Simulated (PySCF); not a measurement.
PySCF 2.14 output of a UHF calculation on a single atom or ion in x2c-TZVPall, with scalar relativity by spin-free X2C-1e:

```
SCF conv_tol = 1e-09
number electrons alpha = 24  beta = 24
cycle= 1 E= -5591.31330844051  delta_E= -6.37e-12  |g|= 5.04e-07  |ddm|= 3.8e-06
converged SCF energy = -5591.31330844051  <S^2> = -2.8421709e-14  2S+1 = 1
```

The run itself started from symmetry-adapted Hartree-Fock orbitals and held the occupation by maximum overlap, so the iterations belong to that start.

**Question.** Which element, charge and spin multiplicity is this?

**Answer.** Cd (cadmium, neutral), multiplicity 1; the state was [Kr] 4d10 5s2, closed-shell 1S.
